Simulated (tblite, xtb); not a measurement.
tert-butylarsine (C4H11As), singlet, at a GFN2-xTB geometry. Base run: GFN1-xTB run with xtb.

Geometry (Å):
```xyz
16

C     -0.8332     1.2766     1.2430
C     -0.7334     0.0235     0.3824
C     -0.8701    -1.2185     1.2593
C     -1.8370     0.0312    -0.6722
As     1.0425    -0.0797    -0.5735
H     -1.7969     1.3180     1.7523
H     -0.7332     2.1732     0.6304
H     -0.0478     1.2873     1.9995
H     -0.7979    -2.1240     0.6539
H     -1.8310    -1.2280     1.7746
H     -0.0783    -1.2442     2.0099
H     -1.7748    -0.8614    -1.2976
H     -1.7432     0.9075    -1.3158
H     -2.8222     0.0531    -0.2054
H      1.0236     1.3645    -0.9932
H      1.8415     0.3074     0.6406
```
All else is at xtb's defaults.
Base energy -16.76058 Eh.

Programs used: tblite, xtb; a row that names a program was run with it.

Each row names what was changed in the base input (with any setting that the change needs).

| change | ΔE vs base (kcal/mol) | HOMO-LUMO gap (eV) | dipole (D) | SCF cycles |
|---|---|---|---|---|
| base | 0.000 | 5.49 | 1.16 | 10 |
| etemp = 10000 | -6.41 | 5.51 | 1.54 | 11 |
| etemp = 3000 | -0.001 | 5.49 | 1.16 | 10 |
| etemp = 5000 | -0.091 | 5.49 | 1.18 | 10 |
| program = tblite; method = gfn1; option = (--alpb, water) | 0.299 | - | - | - |
| program = tblite; method = gfn1; option = (--efield, 0,0,0.1) | -0.389 | - | - | - |
| program = tblite; method = gfn1 | 0.001 | - | - | - |
| program = tblite; method = gfn1; option = --grad | 0.001 | - | - | - |
| etemp = 1000 | 0.000 | 5.49 | 1.16 | 10 |
| acc = 1000 | 0.002 | 5.49 | 1.18 | 7 |

ALPB and GBSA are two models with their own fitted parameters for each solvent, which aren't always the measured dielectric constant.
